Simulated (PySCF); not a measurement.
**Hg (mercury, neutral) across methods**

[Xe] 4f14 5d10 6s2, closed-shell 1S. Computed with PySCF 2.14 in aug-cc-pVDZ-PP with ECP60MDF (5s5p4d2f, 54 functions), with scalar relativity through the core potential.

```json
{"method": "PBE0", "E (hartree)": "-153.4994", "mean ε 5p (eV)": "-70.998", "mean ε 5d (eV)": "-11.811", "mean ε 6s (eV)": "-7.584", "Σ⟨r²⟩ (bohr²)": "53.42", "⟨S²⟩": "0.000"}
{"method": "r2SCAN", "E (hartree)": "-153.5692", "mean ε 5p (eV)": "-68.838", "mean ε 5d (eV)": "-10.399", "mean ε 6s (eV)": "-7.080", "Σ⟨r²⟩ (bohr²)": "53.20", "⟨S²⟩": "0.000"}
{"method": "LDA", "E (hartree)": "-153.2864", "mean ε 5p (eV)": "-66.859", "mean ε 5d (eV)": "-10.167", "mean ε 6s (eV)": "-7.197", "Σ⟨r²⟩ (bohr²)": "53.60", "⟨S²⟩": "0.000"}
{"method": "TPSSh", "E (hartree)": "-153.4535", "mean ε 5p (eV)": "-68.910", "mean ε 5d (eV)": "-10.722", "mean ε 6s (eV)": "-7.093", "Σ⟨r²⟩ (bohr²)": "53.47", "⟨S²⟩": "0.000"}
{"method": "PBE", "E (hartree)": "-153.5410", "mean ε 5p (eV)": "-66.858", "mean ε 5d (eV)": "-9.993", "mean ε 6s (eV)": "-6.848", "Σ⟨r²⟩ (bohr²)": "53.58", "⟨S²⟩": "0.000"}
{"method": "UHF", "E (hartree)": "-152.53993", "mean ε 5p (eV)": "-82.568", "mean ε 5d (eV)": "-16.405", "mean ε 6s (eV)": "-8.891", "Σ⟨r²⟩ (bohr²)": "54.15", "⟨S²⟩": "0.000"}
{"method": "wB97M-V", "E (hartree)": "-153.4135", "mean ε 5p (eV)": "-73.677", "mean ε 5d (eV)": "-14.275", "mean ε 6s (eV)": "-9.525", "Σ⟨r²⟩ (bohr²)": "53.66", "⟨S²⟩": "0.000"}
{"method": "r2SCAN0", "E (hartree)": "-153.5108", "mean ε 5p (eV)": "-72.336", "mean ε 5d (eV)": "-12.116", "mean ε 6s (eV)": "-7.814", "Σ⟨r²⟩ (bohr²)": "53.18", "⟨S²⟩": "0.000"}
{"method": "CAM-B3LYP", "E (hartree)": "-153.4607", "mean ε 5p (eV)": "-72.278", "mean ε 5d (eV)": "-13.193", "mean ε 6s (eV)": "-8.822", "Σ⟨r²⟩ (bohr²)": "53.64", "⟨S²⟩": "0.000"}
```

Energies and moments cover only the electrons outside the core potential. Spin-orbit coupling, which splits the p, d and f shells strongly at this Z, is absent.
